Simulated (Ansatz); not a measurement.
Reaction (SMILES): NB (BH2-NH2) → [BH-]N (closed-shell singlet) + H+
B3LYP-D3(BJ)/def2-TZVP geometries, fixed; electronic energies without zero-point terms.

How fast the deprotonation energy converges with the basis for several methods (Ansatz, a program for electronic structure): deviation from each method's own reference, in kcal/mol. References: B3LYP 428.61 kcal/mol, the value in aug-pcseg-3; CCSD(T) 429.28 kcal/mol, Hartree-Fock in aug-cc-pVQZ plus the correlation part extrapolated as X^-3 from aug-cc-pVTZ and aug-cc-pVQZ; HF 438.01 kcal/mol, the value in aug-pcseg-3; MP2 429.92 kcal/mol, Hartree-Fock in aug-cc-pVQZ plus the correlation part extrapolated as X^-3 from aug-cc-pVTZ and aug-cc-pVQZ; PBE 421.80 kcal/mol, the value in aug-pcseg-3; r2SCAN 428.09 kcal/mol, the value in aug-pcseg-3. Cartesian d functions, on some or all atoms, in 6-31G*, 6-31+G*; all else is spherical. In correlated methods cores are frozen. A restricted Hartree-Fock determinant is unstable towards unrestricted orbitals. The proton leaves the site shown, which need not be the most acidic. No added dispersion term, no relativity. 

| basis | functions | B3LYP | CCSD(T) | HF | MP2 | PBE | r2SCAN |
|---|---|---|---|---|---|---|---|
| 3-21G | 26 | 33.51 | 34.75 | 23.94 | 34.73 | 36.87 | 31.36 |
| 6-31G | 26 | 36.95 | 36.60 | 28.14 | 37.14 | 40.16 | 35.31 |
| pcseg-0 | 26 | 21.21 | 21.07 | 12.38 | 21.42 | 24.38 | 19.91 |
| 6-31G* | 38 | 35.42 | 34.74 | 28.72 | 35.64 | 37.85 | 33.57 |
| 6-31+G* | 46 | 2.36 | -0.41 | 0.59 | 0.97 | 3.77 | 2.55 |
| cc-pVDZ | 48 | 19.46 | 20.33 | 14.45 | 20.59 | 22.08 | 18.57 |
| 6-311G** | 60 | 18.00 | 19.16 | 13.48 | 19.50 | 20.36 | 17.30 |
| def2-TZVP | 86 | 8.00 | 6.84 | 4.63 | 6.97 | 10.33 | 8.06 |
| pcseg-2 | 116 | 6.78 | 8.32 | 4.00 | 8.51 | 8.78 | 7.16 |
| def2-TZVPP | 118 | 8.16 | 7.57 | 4.73 | 7.95 | 10.44 | 8.21 |
| def2-TZVPPD | 142 | 2.82 | 1.76 | 1.06 | 2.10 | 4.16 | 3.27 |
| aug-pcseg-2 | 184 | 0.32 | 0.32 | 0.00 | 0.78 | 0.68 | 0.55 |

Mean absolute deviation over 6-311G**, def2-TZVP, pcseg-2, def2-TZVPP, def2-TZVPPD, aug-pcseg-2: HF 4.65, CCSD(T) 7.33, B3LYP 7.35, r2SCAN 7.42, MP2 7.63, PBE 9.12 kcal/mol.
